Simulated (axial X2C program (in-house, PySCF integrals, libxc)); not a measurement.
## Working with the constants of RbSe

A bond curve at the PBE0 level, 2c, was computed with an in-house relativistic program for diatomic molecules (basis Rb dyall-v3z [12s13p8d2f], Se dyall-v3z [8s9p6d1f] (cores contracted in-house)) for the state Ω = 3/2 (⟨Sz⟩ = 0.50, ⟨Lz⟩ = 1.00 at PBE0). Its fit gives Re = 3.0640 Å, ωe = 151.5 cm⁻¹, ωexe = 0.375 cm⁻¹ and αe = 1.645e-04 cm⁻¹; the masses are 84.9118 and 79.9165 u. Two-component means X2C with spin–orbit coupling and atomic mean-field Coulomb and Gaunt terms.

(1) Find the reduced mass, Be and the force constant.

(2) Estimate De from a Morse curve and compare with the computed well depth of 2.471 eV to Rb + Se.

(3) Where do the fundamental and the first overtone lie?

(4) A Morse curve ties αe to the other constants (Pekeris). How well does that hold?

(5) Estimate the centrifugal constant by the Kratzer relation.

The state is a single determinant with fixed occupations, the lowest that a limited PBE0 search found. Dissociation energies refer to the lowest single-determinant-based atoms at the same level and basis. Density functionals use the spin component along the axis (collinear). Other states lie close and PBE0, whose exact exchange favours high spin, may order them wrongly; the determinant shown need not be the ground state. The nearest other 2c determinant of the search, Ω = 1/2, lies 0.16 eV up at the distance of the search. Without a current term, density functionals place determinants with orbital angular momentum somewhat too high.

## Answers

(1) From the PBE0 values: μ = 41.1692 u. Be = 16.8576/(μ Re²) = 0.04362 cm⁻¹. k = 5.8918×10⁻⁷ μ ωe² = 0.557 mdyn/Å.

(2) De(Morse) = ωe²/(4ωexe) = 1.897 eV against 2.471 eV computed, a ratio of 0.77. The extrapolation falls short: long-range attraction (ionic or ion–induced dipole) or a change of character along the curve can cause this.

(3) ν(1←0) = ωe − 2ωexe = 150.8 cm⁻¹; ν(2←0) = 2ωe − 6ωexe = 300.8 cm⁻¹.

(4) αe(Morse) = 6Be²/ωe × (√(ωexe/Be) − 1) = 1.456e-04 cm⁻¹; the PBE0 curve gives 1.645e-04 cm⁻¹, a ratio of 0.88.

(5) D = 4Be³/ωe² = 1.45e-08 cm⁻¹.
